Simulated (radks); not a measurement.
Spherical quantum dot in the effective-mass picture: electrons in a parabolic well V = omega^2 r^2 / 2 with omega = 0.448, with a point charge +1 (a donor) at the centre, all in effective atomic units (hartree* = m*/eps^2 hartree, bohr* = eps/m* bohr), one dielectric constant everywhere. Calculated with a radial shooting solver with Libxc functionals: non-relativistic Kohn-Sham, exchange-only LDA, spin-polarised, spherical densities. Levels are named by radial order and angular momentum (1s, 1p, 1d, 2s, ...), and open shells are averaged over m. Results are scaled to m* = 0.063 and eps = 11.6, for which hartree* = 12.74 meV and bohr* = 9.744 nm.

N = 9, configuration 1s2 1p6 2s(up 1, down 0). This is the lowest configuration that the search found. Occupied and some empty levels:

| level | occupation | eigenvalue (meV) | <r> (nm) |
|---|---|---|---|
| 1s up | 1 | 39.698 | 17.24 |
| 1s down | 1 | 40.217 | 18.24 |
| 1p up | 3 | 44.301 | 27.58 |
| 1p down | 3 | 44.500 | 27.48 |
| 2s up | 1 | 46.485 | 26.77 |
| 2s down | 0 | 47.108 | 26.60 |
| 1d up | 0 | 47.923 | 31.94 |
| 1d down | 0 | 48.151 | 31.80 |
| 1f up | 0 | 51.815 | 35.23 |
| 1f down | 0 | 52.076 | 35.16 |
| 2p up | 0 | 52.625 | 31.05 |
| 2p down | 0 | 52.901 | 31.38 |
| 1g up | 0 | 55.988 | 38.06 |
| 1g down | 0 | 56.264 | 38.06 |

Energy (meV): total 224.552, kinetic 44.706, external 30.516, Hartree 177.71, exchange-correlation -28.379.

Electron density:

| r (nm) | n(r) (e/nm^3) |
|---|---|
| 2.46 | 0.0003916 |
| 6.56 | 0.0001836 |
| 10.7 | 0.0001019 |
| 14.8 | 0.00007070 |
| 18.9 | 0.00005770 |
| 23.0 | 0.00004848 |
| 27.1 | 0.00003777 |
| 31.2 | 0.00002578 |
| 35.3 | 0.00001495 |
| 39.4 | 7.254e-06 |
| 43.5 | 2.920e-06 |
| 47.6 | 9.738e-07 |
| 51.7 | 2.694e-07 |
